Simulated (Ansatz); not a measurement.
A nudged elastic band was laid between two geometries of BBrH$_{2}$S (5 atoms, charge 0, multiplicity 1).

Method: RKS B3LYP-D4/def2-SVP (Ansatz 0.2.0).

```
movable images  : 9
climbing image  : yes
spring          : 5.0 eV/Å²
optimiser       : quadratic models (default)
start path      : through a guess of the saddle point
force threshold : 0.03 eV/Å
iteration limit : 60
end points      : relaxed
```

Image 0:

```xyz
5
Properties=species:S:1:pos:R:3
S -1.320 -0.044 -0.291
B 0.406 -0.169 0.148
Br 1.032 -1.773 0.993
H -1.255 1.199 -0.824
H 1.188 0.713 -0.067
```

Image 10:

```xyz
5
Properties=species:S:1:pos:R:3
S -0.866 0.904 -0.608
B 0.563 0.085 0.071
Br 0.532 -1.674 0.838
H -1.782 -0.069 -0.383
H 1.603 0.680 0.040
```

(1) What changes between the two ends?

(2) Give the energies along the band, and the barrier.

(3) What is the geometry of the highest image?

(4) What are the harmonic wavenumbers there?

Answers

(1) No bond is made or broken. The dihedral H4–S1–B2–Br3 goes from -180 to 0°.

(2) It converged. The highest image is number 5 of 0 to 10, 0.69 eV above the first end and 0.71 eV above the last; the last end lies 0.02 eV below the first. A vibrational analysis at the climbing image gives one clearly imaginary mode, 541i cm⁻¹: a first-order saddle point.

```csv
image,path coordinate (Å),energy (eV),dihedral H4–S1–B2–Br3 (°)
0,0.00,0.00,-180
1,0.28,0.06,-161
2,0.56,0.23,-143
3,0.84,0.44,-126
4,1.12,0.62,-108
5,1.40,0.69,-90
6,1.66,0.63,-74
7,1.91,0.45,-56
8,2.17,0.23,-38
9,2.42,0.05,-19
10,2.68,-0.02,0
```

(3) 
```xyz
5
Properties=species:S:1:pos:R:3:forces:R:3
S -1.235 0.716 0.231 0.00 0.00 0.00
B 0.486 0.040 0.161 0.01 0.01 0.00
Br 0.914 -1.698 0.833 0.00 0.00 0.00
H -1.522 0.196 -0.988 0.00 0.00 0.00
H 1.407 0.673 -0.278 -0.01 -0.01 0.00
```

(4) 541i, 225, 570, 621, 796, 840, 1055, 2655, 2656 cm⁻¹.

The run took 2.3 min on 1 thread of AMD EPYC 9R45 96-Core Processor (Zen 5), on a shared host, peak memory 0.17 GiB.
